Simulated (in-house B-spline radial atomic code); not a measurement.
## The iron ion Fe⁺: [Ne] 3s2 3p5 3d6 4s1 5p1 (an excited or competing configuration)

All numbers are computed (non-relativistic M06-2X, spin-polarised, spherical fractional occupations, exact exchange averaged over the configuration; point nucleus) with a radial B-spline atomic code at the basis-set limit, not measured.

Screening seen three ways: the hydrogenic charge with the same mean radius, Z_r = [3n² - l(l+1)]/(2<r>), the one with the same energy, Z_e = n√(-2ε), and Slater's rules. Values are occupation-weighted means over spin.

```json
{"shell": "1s", "electrons": "2", "ε (eV)": "-7045", "<r> (bohr)": "0.05919", "Z_r": "25.34", "Z_e": "22.76", "Slater": "25.70"}
{"shell": "2s", "electrons": "2", "ε (eV)": "-857.76", "<r> (bohr)": "0.2697", "Z_r": "22.25", "Z_e": "15.88", "Slater": "21.85"}
{"shell": "2p", "electrons": "6", "ε (eV)": "-745.22", "<r> (bohr)": "0.2361", "Z_r": "21.18", "Z_e": "14.80", "Slater": "21.85"}
{"shell": "3s", "electrons": "2", "ε (eV)": "-122.44", "<r> (bohr)": "0.8145", "Z_r": "16.57", "Z_e": "9.00", "Slater": "15.10"}
{"shell": "3p", "electrons": "5", "ε (eV)": "-89.685", "<r> (bohr)": "0.8486", "Z_r": "14.73", "Z_e": "7.70", "Slater": "15.10"}
{"shell": "3d", "electrons": "6", "ε (eV)": "-35.47", "<r> (bohr)": "0.9837", "Z_r": "10.67", "Z_e": "4.84", "Slater": "7.25"}
{"shell": "4s", "electrons": "1", "ε (eV)": "-20.155", "<r> (bohr)": "2.458", "Z_r": "9.77", "Z_e": "4.87", "Slater": "4.95"}
{"shell": "5p", "electrons": "1", "ε (eV)": "-5.2913", "<r> (bohr)": "6.867", "Z_r": "5.32", "Z_e": "3.12", "Slater": "2.15"}
```

The least bound orbital is 5p up at -5.291 eV, and it is also the most diffuse (<r> = 6.867 bohr).
